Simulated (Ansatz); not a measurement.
C2H7B, SMILES `BCC` (charge 0, multiplicity 1).

Cartesian coordinates (Å):
SMILES: BCC
```xyz
10

B      1.4397     0.0262     0.2823
C      0.0995    -0.3730    -0.3939
C     -1.1860     0.2928     0.1021
H      2.4626    -0.4545    -0.1054
H      1.4856     0.7994     1.1931
H      0.2211    -0.2318    -1.4784
H      0.0277    -1.4693    -0.3067
H     -1.3388     0.1051     1.1668
H     -2.0685    -0.0706    -0.4286
H     -1.1428     1.3757    -0.0312
```
Charge 0, multiplicity 1.

Frozen-core energies in 6-31g from Ansatz (a first-principles code) at a geometry from B3LYP-D3(BJ)/def2-TZVP; the HF reference has <S^2> = 0.00 and the T1 diagnostic is 0.006.

```tsv
level	energy (Ha)
HF	-104.43136
MP2	-104.66540
CCSD	-104.70589
CCSD(T)	-104.71155
```

Q: Estimate the energies of CCSDT, CCSDT(Q) and CCSDTQ, and give each level's difference from CCSDTQ.

A: 
| level | energy (Ha) | difference from CCSDTQ (mHa) |
|---|---|---|
| MP2 | -104.66540 | 47.05 |
| CCSD | -104.70589 | 6.56 |
| CCSD(T) | -104.71155 | 0.90 |
| CCSDT | -104.71221 | 0.25 |
| CCSDT(Q) | -104.71246 | -0.01 |
| CCSDTQ | -104.71245 | 0.00 |
